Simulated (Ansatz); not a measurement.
Consider the cleavage of the Si–Si bond: `C=C1C[SiH]1[SiH3]` + `[CH3][AlH][OH]` → `[CH3][AlH][O][SiH3]` + `C=C1C[SiH2]1`.

Program: Ansatz. Geometries: PBE0-D4/def2-TZVP. ΔE: electronic, gas phase. CCSD(T)/CBS is the MP2 limit (def2-TZVPP, def2-QZVPP) plus CCSD(T) − MP2 in def2-TZVPP, frozen cores. Functionals use def2-TZVPP. B3LYP here is the variant with VWN-RPA as its local correlation; programs differ in this. HSE06 is defined as in plane-wave codes. Each species was taken in one conformer, which may not be the lowest.

| level | ΔE (kcal/mol) | difference from CCSD(T)/CBS |
| --- | --- | --- |
| LDA (SPW92) | -17.3 | 5.8 |
| PBE-D4 | -16.5 | 6.6 |
| revPBE-D4 | -16.6 | 6.5 |
| BLYP-D4 | -21.5 | 1.6 |
| r2SCAN-D4 | -21.4 | 1.7 |
| B97M-V | -22.3 | 0.8 |
| PBE0-D4 | -19.0 | 4.1 |
| B3LYP-D4 | -23.2 | -0.1 |
| r2SCANh-D4 | -21.9 | 1.2 |
| r2SCAN0-D4 | -22.6 | 0.5 |
| BHLYP-D4 | -26.4 | -3.3 |
| CAM-B3LYP-D4 | -25.2 | -2.1 |
| ωB97X-V | -23.0 | 0.1 |
| ωB97M-V | -23.9 | -0.8 |
| B2PLYP | -24.5 | -1.4 |
| PBE-QIDH | -22.3 | 0.8 |
| PBE | -17.0 | 6.1 |
| revPBE | -16.9 | 6.2 |
| BLYP | -22.3 | 0.8 |
| r2SCAN | -21.6 | 1.5 |
| PBE0 | -19.4 | 3.7 |
| B3LYP | -23.9 | -0.8 |
| r2SCAN0 | -22.8 | 0.3 |
| HSE06 | -19.4 | 3.7 |
| BHLYP | -27.1 | -4.0 |
| LC-ωPBE | -21.8 | 1.3 |
| RPA@PBE/def2-TZVPP | -23.5 | -0.4 |
| CCSD/def2-SVP | -23.5 | -0.4 |
| CCSD(T)/def2-SVP | -22.5 | 0.6 |
| HF/def2-TZVPP | -31.4 | -8.3 |
| MP2/def2-TZVPP | -24.2 | -1.1 |
| SCS-MP2/def2-TZVPP | -25.9 | -2.8 |
| CCSD/def2-TZVPP | -24.4 | -1.3 |
| CCSD(T)/def2-TZVPP | -23.1 | 0.0 |
| HF/def2-QZVPP | -32.0 | -8.9 |
| MP2/def2-QZVPP | -24.4 | -1.3 |
| SCS-MP2/def2-QZVPP | -26.0 | -2.9 |
| HF/CBS(def2) | -32.1 | -9.0 |
| MP2/CBS(def2) | -24.1 | -1.0 |
| CCSD/CBS(def2) | -24.4 | -1.3 |
| CCSD(T)/CBS | -23.1 | 0 |

Largest T1 diagnostic among the species: 0.013.

From r2SCAN to r2SCAN0 (25 % exact exchange), in def2-TZVPP and without D4, ΔE moves by −1.2 kcal/mol. Leaving LDA and LC-ωPBE aside and taking each functional with its dispersion term where it has one, the values spread over 9.9 kcal/mol, from BHLYP-D4 to PBE-D4.
